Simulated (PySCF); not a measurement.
CBF2NO, SMILES O=C=NB(F)F.

Geometry optimised at ωB97X-D3(BJ)/def2-SVP. The values are those of a single conformer.

These are r2SCAN/def2-TZVP (PySCF) values and carry that method's errors.

total energy: -392.77944 hartree
point group: Cs
highest occupied level: -8.41 eV
lowest empty level: -1.57 eV
orbital gap: 6.84 eV
dipole moment: 0.08 D
quadrupole, principal values (traceless, Buckingham form, about the centre of nuclear charge): -6.64, 0.40, 6.24 D·Å
mean static polarisability: 33.0 bohr³ (4.89 Å³)
polarisability, principal values: 20.3, 25.0, 53.8 bohr³
